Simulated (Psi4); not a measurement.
C$_{7}$H$_{8}$, charge +1, doublet, geometry from GFN2-xTB of the parent state (a state made from the parent by changing its charge; the spin is typed, not shown lowest); PBE/STO-3G in Psi4 1.11.

The Psi4 input:
```
memory 2 GB

molecule mol {
1 2
C    -2.400861   -0.093333    0.002877
C    -0.903103   -0.032131    0.012584
C    -0.149055   -1.188040    0.173211
C     1.233345   -1.138534    0.161799
C     1.883899    0.071158   -0.011041
C     1.142750    1.228930   -0.172474
C    -0.239818    1.175935   -0.160642
H    -2.831019    0.854668    0.317638
H    -2.761195   -0.881127    0.660799
H    -2.757855   -0.308135   -1.005167
H    -0.651361   -2.135614    0.309675
H     1.804901   -2.046489    0.290024
H     2.963253    0.111465   -0.018222
H     1.643108    2.177214   -0.306473
H    -0.812778    2.084109   -0.286158
}

set {
  basis sto-3g
  reference uks
}

energy('pbe')
print_variables()
```

Question: What does Psi4 print? Leave out banner, timings and long lists.

Answer: 
```
   => Loading Basis Set <=

    Name: STO-3G
    Role: ORBITAL
    Keyword: BASIS

         ---------------------------------------------------------
                                   SCF
               by Justin Turney, Rob Parrish, Andy Simmonett
                          and Daniel G. A. Smith
                              UKS Reference
         ---------------------------------------------------------

  ==> Geometry <==

    Molecular point group: c1
    Full point group: C1

    Geometry (in Angstrom), charge = 1, multiplicity = 2:

       Center              X                  Y                   Z               Mass
    ------------   -----------------  -----------------  -----------------  -----------------
         C           -2.437535065564    -0.094883954536     0.002468717414    12.000000000000
         C           -0.939777065564    -0.033681954536     0.012175717414    12.000000000000
         C           -0.185729065564    -1.189590954536     0.172802717414    12.000000000000
         C            1.196670934436    -1.140084954536     0.161390717414    12.000000000000
         C            1.847224934436     0.069607045464    -0.011449282586    12.000000000000
         C            1.106075934436     1.227379045464    -0.172882282586    12.000000000000
         C           -0.276492065564     1.174384045464    -0.161050282586    12.000000000000
         H           -2.867693065564     0.853117045464     0.317229717414     1.007825032230
         H           -2.797869065564    -0.882677954536     0.660390717414     1.007825032230
         H           -2.794529065564    -0.309685954536    -1.005575282586     1.007825032230
         H           -0.688035065564    -2.137164954536     0.309266717414     1.007825032230
         H            1.768226934436    -2.048039954536     0.289615717414     1.007825032230
         H            2.926578934436     0.109914045464    -0.018630282586     1.007825032230
         H            1.606433934436     2.175663045464    -0.306881282586     1.007825032230
         H           -0.849452065564     2.082558045464    -0.286566282586     1.007825032230

  Running in c1 symmetry.

  Rotational constants: A =      0.18713  B =      0.08540  C =      0.05928 [cm^-1]
  Rotational constants: A =   5609.87186  B =   2560.16127  C =   1777.23437 [MHz]
  Nuclear repulsion =  270.958028708638551

  Charge       = 1
  Multiplicity = 2
  Electrons    = 49
  Nalpha       = 25
  Nbeta        = 24

  ==> Algorithm <==

  SCF Algorithm Type is DF.
  DIIS enabled.
  MOM disabled.
  Fractional occupation disabled.
  Guess Type is SAD.
  Energy threshold   = 1.00e-06
  Density threshold  = 1.00e-06
  Integral threshold = 1.00e-12

  ==> Primary Basis <==

  Basis Set: STO-3G
    Blend: STO-3G
    Number of shells: 29
    Number of basis functions: 43
    Number of Cartesian functions: 43
    Spherical Harmonics?: true
    Max angular momentum: 1

  ==> DFT Potential <==

   => LibXC <=

    Version 7.1.2
    S. Lehtola, C. Steigemann, M. J. T. Oliveira, and M. A. L. Marques,  SoftwareX 7, 1–5 (2018) (10.1016/j.softx.2017.11.002)

   => Composite Functional: PBE <=

    PBE GGA Exchange-Correlation Functional

    J.P. Perdew et. al., Phys. Rev. Lett., 77(18), 3865-3868, 1996

    Deriv               =              1
    GGA                 =           TRUE
    Meta                =          FALSE

    Exchange Hybrid     =          FALSE
    MP2 Hybrid          =          FALSE

   => Exchange Functionals <=

    1.0000     XC_GGA_X_PBE

   => Correlation Functionals <=

    1.0000     XC_GGA_C_PBE

   => LibXC Density Thresholds  <==

    XC_GGA_C_PBE:  1.00E-12
    XC_GGA_X_PBE:  1.00E-15

   => Molecular Quadrature <=

    Radial Scheme          =       TREUTLER
    Pruning Scheme         =           NONE
    Nuclear Scheme         =       TREUTLER

    Blocking Scheme        =         OCTREE
    BS radius alpha        =              1
    Pruning alpha          =              1
    Radial Points          =             75
    Spherical Points       =            302
    Total Points           =         314128
    Total Blocks           =           2370
    Max Points             =            256
    Max Functions          =             42
    Weights Tolerance      =       1.00E-15

   => Loading Basis Set <=

    Name: (STO-3G AUX)
    Role: JKFIT
    Keyword: DF_BASIS_SCF

  ==> Integral Setup <==

  SCF_SUBTYPE=INCORE selected. In-core MEM_DF algorithm will be used.
  Using in-core AOs.

  ==> MemDFJK: Density-Fitted J/K Matrices <==

    J tasked:                   Yes
    K tasked:                    No
    wK tasked:                   No
    Algorithm:                 Core
    Schwarz Cutoff:           1E-12
    Mask sparsity (%):       1.5143
    Fitting Condition:        1E-10

   => Auxiliary Basis Set <=

  Basis Set: (STO-3G AUX)
    Blend: DEF2-UNIVERSAL-JKFIT
    Number of shells: 223
    Number of basis functions: 669
    Number of Cartesian functions: 783
    Spherical Harmonics?: true
    Max angular momentum: 4

  Minimum eigenvalue in the overlap matrix is 1.6642324275E-01.
  Reciprocal condition number of the overlap matrix is 6.4699685127E-02.
    Using symmetric orthogonalization.

  ==> Pre-Iterations <==

  SCF Guess: Superposition of Atomic Densities via on-the-fly atomic UHF (no occupation information).

   -------------------------
    Irrep   Nso     Nmo
   -------------------------
     A         43      43
   -------------------------
    Total      43      43
   -------------------------

  ==> Iterations <==

                           Total Energy        Delta E     RMS |[F,P]|

   @DF-UKS iter SAD:  -265.13320487110491   -2.65133e+02   0.00000e+00
   @DF-UKS iter   1:  -267.59083342488356   -2.45763e+00   5.33861e-03 DIIS/ADIIS
   @DF-UKS iter   2:  -267.50121373900333    8.96197e-02   9.79083e-03 DIIS/ADIIS
   @DF-UKS iter   3:  -267.60991937458493   -1.08706e-01   3.64312e-03 DIIS/ADIIS
   @DF-UKS iter   4:  -267.62718276066778   -1.72634e-02   1.02854e-03 DIIS/ADIIS
   @DF-UKS iter   5:  -267.62758131388819   -3.98553e-04   8.43934e-04 DIIS/ADIIS
   @DF-UKS iter   6:  -267.62850361649475   -9.22303e-04   3.65894e-04 DIIS/ADIIS
   @DF-UKS iter   7:  -267.62864976824977   -1.46152e-04   1.93292e-04 DIIS/ADIIS
   @DF-UKS iter   8:  -267.62864870128811    1.06696e-06   1.99812e-04 DIIS/ADIIS
   @DF-UKS iter   9:  -267.62870470492140   -5.60036e-05   2.15985e-05 DIIS
   @DF-UKS iter  10:  -267.62870533942123   -6.34500e-07   1.11393e-05 DIIS
   @DF-UKS iter  11:  -267.62870548831955   -1.48898e-07   1.59579e-06 DIIS
   @DF-UKS iter  12:  -267.62870549326055   -4.94100e-09   4.78705e-07 DIIS
  Energy and wave function converged.

  ==> Post-Iterations <==

   Electrons on quadrature grid:
      Nalpha   =   24.9999967082 ; deviation = -3.292e-06
      Nbeta    =   24.0000002815 ; deviation = 2.815e-07
      Ntotal   =   48.9999969896 ; deviation = -3.010e-06

   @Spin Contamination Metric:   5.016416161E-03
   @S^2 Expected:                7.500000000E-01
   @S^2 Observed:                7.550164162E-01
   @S   Expected:                5.000000000E-01
   @S   Observed:                5.000000000E-01

    Orbital Energies [Eh]
    ---------------------

    Alpha Occupied:

[...]
      25A     -0.416165

    Alpha Virtual:

[...]
    Beta Occupied:

[...]
    Beta Virtual:

[...]
      43A      0.512551

    Final Occupation by Irrep:
              A
    DOCC [    24 ]
    SOCC [     1 ]
    NA   [    25 ]
    NB   [    24 ]

  @DF-UKS Final Energy:  -267.62870549326055

   => Energetics <=

    Nuclear Repulsion Energy =            270.9580287086385511
    One-Electron Energy =                -886.1924969662193234
    Two-Electron Energy =                 387.7824561783797890
    DFT Exchange-Correlation Energy =     -40.1766934140595424
    Empirical Dispersion Energy =           0.0000000000000000
    VV10 Nonlocal Energy =                  0.0000000000000000
    Total Energy =                       -267.6287054932605542

  UHF NO Occupations:
  HONO-2 :   23  A 1.9998126
  HONO-1 :   24  A 1.9981070
  HONO-0 :   25  A 1.0000000
  LUNO+0 :   26  A 0.0018930
  LUNO+1 :   27  A 0.0001874
  LUNO+2 :   28  A 0.0001242
  LUNO+3 :   29  A 0.0001017

Computation Completed

Properties will be evaluated at   0.000000,   0.000000,   0.000000 [a0]

Properties computed using the SCF density matrix

 Multipole Moments:

 ------------------------------------------------------------------------------------
     Multipole            Electronic (a.u.)      Nuclear  (a.u.)        Total (a.u.)
 ------------------------------------------------------------------------------------

 L = 1.  Multiply by 2.5417464519 to convert [e a0] to [Debye]
 Dipole X            :          3.4758321           -3.4652046            0.0106276
 Dipole Y            :          0.1303118           -0.1465421           -0.0162303
 Dipole Z            :         -0.0164534           -0.0385771           -0.0550305
 Magnitude           :                                                    0.0583500

 ------------------------------------------------------------------------------------

  Variable Map:
  ----------------------------------------------------------------------------
[...]
  Array Variable Map:
  ----------------------------------------------------------------------------
[...]
[...]
```
